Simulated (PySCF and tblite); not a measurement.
The numbers below are computed, except where a source is named.
C₅H₉FO, numbered as in [CH3:1][C@@:2]1([F:3])[CH2:4][CH2:5][O:6][CH2:7]1.

Free energies: PBE0-D3(BJ)/pcSseg-1 on GFN2-xTB structures plus GFN2-xTB thermal terms, symmetry and mirror images included. Conformers within 3 kcal/mol (GFN2-xTB free energy) were kept, 10 at most. GIAO shieldings: PBE0/pcSseg-1. Shifts are against TMS (¹H), TMS (¹³C), CFCl3 (¹⁹F) at the same level; of two unlike H on one atom, a is the less shielded. (PySCF 2.14, tblite 0.8.)

The 5-ring runs over atoms 2–4–5–6–7.

```csv
conformer,shape,symmetry,E(GFN2) kcal/mol,E(DFT) kcal/mol
1,"5-ring between envelope and twist (ring torsions -29, 41, -35, 15, 8°)",C1,0.00,0.00
2,"5-ring between envelope and twist (ring torsions 32, -39, 30, -8, -14°)",C1,0.69,0.57
```

Task: How much do the weights at 298.15 K and the averaged shift of H5b depend on how the conformers are weighted?

Result: 
```json
{"weighting": "DFT energy with thermal terms, symmetry and mirror images (full scheme)", "1 (%)": "70", "2 (%)": "30", "δ (ppm)": "4.02", "rms dipole (D)": "1.64"}
{"weighting": "DFT energy with symmetry and mirror images", "1 (%)": "72", "2 (%)": "28", "δ (ppm)": "4.03", "rms dipole (D)": "1.61"}
{"weighting": "bare DFT energy", "1 (%)": "72", "2 (%)": "28", "δ (ppm)": "4.03", "rms dipole (D)": "1.61"}
{"weighting": "GFN2-xTB energy with symmetry and mirror images", "1 (%)": "76", "2 (%)": "24", "δ (ppm)": "4.05", "rms dipole (D)": "1.57"}
{"weighting": "GFN2-xTB free energy", "1 (%)": "74", "2 (%)": "26", "δ (ppm)": "4.04", "rms dipole (D)": "1.59"}
{"weighting": "leading conformer alone", "1 (%)": "100", "2 (%)": "0", "δ (ppm)": "4.19", "rms dipole (D)": "1.28"}
{"weighting": "equal weights", "1 (%)": "50", "2 (%)": "50", "δ (ppm)": "3.90", "rms dipole (D)": "1.83"}
```

The largest departure from the full scheme, 0.17 ppm, comes with: leading conformer alone.


Conformer gaps in pcSseg-1 on xTB geometries can be 2 kcal/mol off for S=O, P=O and other polar bonds.